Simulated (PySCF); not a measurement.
**Electron correlation in Zn (zinc, neutral)**

[Ar] 3d9 4s2 4p1, one real determinant (an excited configuration). All numbers are calculated (PySCF 2.14, scalar relativity through the core potential, in aug-cc-pwCVDZ-PP with ECP10MDF (6s6p5d3f, 70 functions)). Frozen: 3s2 3p6; 12 electrons correlated.

MP2 pair energies summed by pair of shells (mhartree):

| pair | energy | share (%) |
| --- | --- | --- |
| 3d-3d | -338.85 | 80.2 |
| 3d-4s | -43.96 | 10.4 |
| 4s-4s | -18.04 | 4.3 |
| 4s-4p | -12.80 | 3.0 |
| 3d-4p | -8.65 | 2.0 |

Total MP2 correlation energy: -422.30 mhartree.

Same-spin part -148.70 and opposite-spin part -273.60 mhartree; SCS-MP2 scales them by 1/3 and 6/5 to -377.88 mhartree.

The reference is one real determinant that mixes LS terms of this configuration.
